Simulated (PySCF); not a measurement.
**Working out the excitation energy of Be**

Be [He] 2s2 (1S) → Be [He] 2p2 (3P). Calculation: PySCF 2.14, in aug-cc-pVDZ-DK (4s3p2d, 23 functions); the spin-free X2C one-electron Hamiltonian (Gaussian nucleus). Frozen: 1s2. Energies in hartree (1 hartree = 27.21139 eV):

```
             part  Be (lower)  Be (upper)
              UHF  -14.574886  -14.336929
MP2 opposite-spin   -0.025772    0.000000
    MP2 same-spin    0.000000   -0.005103
```

Problem. What does Hartree-Fock give?

Solution. (-14.336929) − (-14.574886) = 0.237957 hartree = 6.475 eV.

Problem. What do MP2 and SCS-MP2 (6/5 opposite-spin, 1/3 same-spin) give?

Solution. The opposite-spin parts differ by 0.701 eV and the same-spin parts by -0.139 eV. MP2: 6.475 + (0.701) + (-0.139) = 7.037 eV. SCS-MP2: 6.475 + 1.2 × (0.701) + (-0.139)/3 = 7.270 eV.

Measured between the centres of the two terms (NIST): 7.401 eV, so MP2 (valence) is off by -0.364 eV.

A double-zeta basis recovers only part of the correlation energy.

What remains against the reference includes basis incompleteness, the frozen core and correlation beyond second order.
